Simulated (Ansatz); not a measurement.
A made-up structure of BGeH4, doublet:

B1  (0.914, -0.860, 0.801)
Ge2  (-0.306, 0.434, -0.188)
H3  (1.160, -2.025, 0.777)
H4  (-1.476, -0.204, -0.964)
H5  (0.593, 1.172, -1.200)
H6  (1.467, -0.089, 1.452)
(Å)

It is relaxed with PBE-D4/def2-SVP and then PBE0-D4/def2-TZVP (Ansatz 0.2.0). Atoms count as bonded within 1.22 times the sum of their covalent radii (H–H: 0.88 Å). The end point is not checked to be a true minimum.

(1) Does its bonding change? (A judgement: the text doesn't fix the answer.)

## Answers

(1) The calculation gives: No: no bond forms or breaks.

Where it ends: The first stage lowers the energy by 0.74 eV in 6 steps. It ends as BGeH₄ ([BH2][GeH2]):
```tsv
atom	x (Å)	y (Å)	z (Å)
B1	0.9913	-0.8101	0.8375
Ge2	-0.0955	0.1834	-0.4761
H3	0.6704	-1.9199	1.1332
H4	-1.3520	-0.3572	-1.1737
H5	0.1865	1.6144	-0.9563
H6	1.9503	-0.2841	1.3124
```

Labels in which every atom is bracketed show which atoms are joined, not bond orders.

For scale, one of the runs: PBE0-D4/def2-TZVP relaxation, 103 basis functions, launched by `ansatz run in.yaml --threads 2 --pin off --events-out ev --progress --plain --max-ram 4352MiB`. The run took about 9 s on 2 CPU threads of an Arm Neoverse V2 (shared host).
